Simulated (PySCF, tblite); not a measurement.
Isomers of C7H9F, one GFN2-xTB conformer each. Single-point energies are computed at PBE0/pcSseg-1 (PySCF, gas phase, no added dispersion term), electronic only.

Question: Rank them by PBE0/pcSseg-1 energy, lowest first (kJ/mol).
A. `CC1=CC=C[C@]1(C)F`
B. `[CH3:1][CH2:2]/[C:3]([F:4])=[C:5]1\[CH:6]=[CH:7][CH2:8]1` with C1–C2–C3–F4 67°
C. `[CH2:1]=[C:2]([CH3:3])[C:4]1=[C:5]([CH2:6][F:7])[CH2:8]1` with C1–C2–C4–C5 180°, C4–C5–C6–F7 0°
D. `[CH2:1]=[CH:2][C@@H:3]1[CH:4]=[C:5]([CH3:6])[C@@H:7]1[F:8]` with C1–C2–C3–C4 -131°
E. `[CH3:1][CH2:2][C:3]#[C:4]/[CH:5]=[CH:6]/[CH2:7][F:8]` with C5–C6–C7–F8 0°
F. `[CH:1]#[C:2][C@@H:3]1[C@H:4]([CH3:5])[CH2:6][C@@H:7]1[F:8]` with C2–C3–C4–C5 18°, C3–C4–C6–C7 -14°, C4–C6–C7–F8 133°, C2–C3–C7–C6 103°
G. `[CH2:1]=[C:2]1[CH:3]=[C:4]([F:5])[CH2:6][CH2:7][CH2:8]1` with C1–C2–C3–C4 -174°, C3–C4–C6–C7 21°, C4–C6–C7–C8 -50°, C6–C7–C8–C2 60°
H. `[CH2:1]=[CH:2][CH2:3][C:4]1=[C:5]([CH2:6][F:7])[CH2:8]1` with C1–C2–C3–C4 120°, C2–C3–C4–C5 -4°, C4–C5–C6–F7 116°

Answer: G (0.0), A (31.7), B (133.5), D (136.1), E (168.3), F (191.1), C (215.0), H (253.6).

As drawn, the highest has a three-membered ring, which the lowest lacks. Neighbours under 10 kJ/mol apart (CC/C(F)=C1\C=CC1 and C=C[C@@H]1C=C(C)[C@@H]1F) can change places with a better method, another conformer or zero-point energy. GFN2-xTB itself gives, in the same order: 0.0, 25.9, 125.7, 140.6, 159.0, 136.9, 216.4, 256.4. Both levels put the same isomer lowest; measured from each level's own lowest isomer, the values differ by up to 54.2 kJ/mol (C#C[C@@H]1[C@H](C)C[C@@H]1F: 136.9 against 191.1).

Question: Which frontier levels, dipoles and rotational constants go with these structures?

Answer: 
```tsv
SMILES	HOMO (eV, PBE0/pcSseg-1)	LUMO (eV)	dipole (D)	A, B, C (MHz)
C=C1C=C(F)CCC1	-6.40	-0.50	1.76	3314, 1770, 1204
CC1=CC=C[C@]1(C)F	-6.34	-1.10	1.81	2528, 2397, 1641
CC/C(F)=C1\C=CC1	-6.34	-0.46	1.44	4090, 1321, 1078
C=C[C@@H]1C=C(C)[C@@H]1F	-7.25	-0.15	1.85	4053, 1400, 1149
CCC#C/C=C/CF	-6.63	-0.60	2.11	8674, 604.4, 571.1
C#C[C@@H]1[C@H](C)C[C@@H]1F	-7.65	0.73	2.13	2432, 2204, 1367
C=C(C)C1=C(CF)C1	-6.46	-0.91	0.95	3242, 1380, 986.3
C=CCC1=C(CF)C1	-7.08	-0.07	2.28	3322, 1080, 876.8
```

Question: What happens when harmonic zero-point energies from GFN2-xTB frequencies are added?

Answer: 
```
                     SMILES  ZPE (kJ/mol)  electronic (kJ/mol)  with ZPE (kJ/mol)
             C=C1C=C(F)CCC1         367.2                  0.0                0.0
          CC1=CC=C[C@]1(C)F         361.4                 31.7               25.9
           CC/C(F)=C1\C=CC1         361.6                133.5              127.8
   C=C[C@@H]1C=C(C)[C@@H]1F         358.8                136.1              127.8
               CCC#C/C=C/CF         356.1                168.3              157.2
C#C[C@@H]1[C@H](C)C[C@@H]1F         361.9                191.1              185.9
           C=C(C)C1=C(CF)C1         355.3                215.0              203.2
             C=CCC1=C(CF)C1         355.8                253.6              242.3
```

The zero-point energies span 11.9 kJ/mol. The lowest isomer stays, but the order above it changes.

Question: As an exercise, what shares would exp(−E/RT) give at 2000 K from these electronic energies alone (no entropy, no degeneracies)?

Answer: RT = 16.629 kJ/mol: C=C1C=C(F)CCC1 87.0 %, CC1=CC=C[C@]1(C)F 12.9 %, CC/C(F)=C1\C=CC1 under 0.1 %, C=C[C@@H]1C=C(C)[C@@H]1F under 0.1 %, CCC#C/C=C/CF under 0.1 %, C#C[C@@H]1[C@H](C)C[C@@H]1F under 0.1 %, C=C(C)C1=C(CF)C1 under 0.1 %, C=CCC1=C(CF)C1 under 0.1 %.
